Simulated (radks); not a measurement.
Results of a calculation; reference values are marked as such.
Q: Ta I, 73 electrons, occupied as [Xe] 4f14 5d3 6s2. Level of theory: scalar-relativistic Kohn-Sham, PBEsol, spin-polarised, spherical densities, point nucleus; open shells are filled with parallel spins first (spin-orbit coupling, left out, can overturn this in heavy ions) (a radial shooting solver on a logarithmic mesh with Libxc functionals). Some entries of the table are withheld. Estimate them.

| orbital | occ. | eigenvalue (hartree) | <1/r> (bohr^-1) | <r> (bohr) |
|---|---|---|---|---|
| 1s down | 1 | -2474.944 | 85.44 | 0.01866 |
| 1s up | 1 | -2474.943 | 85.44 | 0.01866 |
| 2s up | 1 | -425.2241 | 19.96 | 0.07896 |
| 2s down | 1 | -425.2204 | 19.96 | 0.07896 |
| 2p up | 3 | -372.6582 | 18.15 | 0.07058 |
| 2p down | 3 | -372.6553 | 18.15 | 0.07058 |
| 3s up | 1 | -97.39551 | 7.387 | 0.2049 |
| 3s down | 1 | -97.39466 | 7.387 | 0.2049 |
| 3p up | 3 | -81.76431 | 6.834 | 0.2049 |
| 3p down | 3 | -81.76331 | 6.834 | 0.2049 |
| 3d up | 5 | -63.52537 | 6.462 | 0.1857 |
| 3d down | 5 | -63.52317 | 6.462 | 0.1857 |
| 4s up | 1 | -19.83903 | 3.135 | 0.4588 |
| 4s down | 1 | -19.83627 | 3.135 | 0.4589 |
| 4p up | 3 | -14.71138 | 2.851 | 0.4878 |
| 4p down | 3 | -14.70877 | 2.851 | 0.4878 |
| 4d up | 5 | -8.15144 | 2.532 | 0.5233 |
| 4d down | 5 | -8.14817 | 2.532 | 0.5231 |
| 5s up | 1 | -2.69244 | 1.209 | 1.103 |
| 5s down | 1 | -2.65570 | 1.217 | 1.097 |
| 5p up | 3 | -1.46406 | 1.009 | 1.299 |
| 5p down | 3 | -1.41316 | 1.018 | 1.289 |
| 4f up | 7 | -0.90368 | 1.999 | (1) |
| 4f down | 7 | -0.89471 | 2.006 | (2) |
| 6s up | 1 | -0.21745 | 0.3926 | 3.221 |
| 6s down | 1 | -0.17304 | 0.3692 | 3.415 |
| 5d up | 3 | -0.15588 | (3) | 2.211 |
| 5d down | 0 | -0.09329 | (4) | 2.360 |

A: 
(1) 4f up <r> (bohr): 0.6418
(2) 4f down <r> (bohr): 0.6373
(3) 5d up <1/r> (bohr^-1): 0.5999
(4) 5d down <1/r> (bohr^-1): 0.5785
